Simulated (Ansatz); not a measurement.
The cluster Li₇H₆. Total charge 0; doublet. Geometry PBE-D4/def2-TZVP, basis def2-TZVP, Ansatz.

```tsv
atom	x (Å)	y (Å)	z (Å)
Li1	0.238	2.111	1.014
Li2	-1.750	0.001	1.273
Li3	1.874	-1.955	-1.307
Li4	1.010	0.927	-1.300
Li5	1.341	-0.796	0.983
Li6	-2.018	1.774	-0.476
Li7	-0.951	-0.961	-0.870
H8	0.642	-0.803	-1.797
H9	1.457	0.980	0.466
H10	-1.462	1.781	1.311
H11	-0.444	-1.140	0.909
H12	-2.393	0.036	-0.459
H13	2.456	-1.955	0.255
```

```json
{"run": "A", "HOMO (eV)": "-3.25", "LUMO (eV)": "-0.87"}
{"run": "B", "HOMO (eV)": "-2.62", "LUMO (eV)": "-1.49"}
{"run": "C", "HOMO (eV)": "-2.69", "LUMO (eV)": "-1.13"}
{"run": "D", "HOMO (eV)": "-3.02", "LUMO (eV)": "-1.01"}
{"run": "E", "HOMO (eV)": "-4.08", "LUMO (eV)": "-0.23"}
```

B3LYP takes the VWN-RPA correlation. Another isomer (doublet) lies 0.26 eV lower at PBE0-D4/def2-TZVP; other spin states weren't run for this one.

HOMO and LUMO are taken over both spins.

The runs used B3LYP, CAM-B3LYP, PBE, PBE0, r2SCAN. Estimate which is which.

A PBE0 (25 % exact exchange); B PBE (0 % exact exchange); C r2SCAN (0 % exact exchange); D B3LYP (20 % exact exchange); E CAM-B3LYP (range-separated). Exact exchange lowers occupied and raises empty levels; among semilocal functionals meta-GGAs tend to open the gap a little, and such runs are hard to tell apart. The gap grows from 1.13 eV (PBE) to 3.85 eV (CAM-B3LYP).
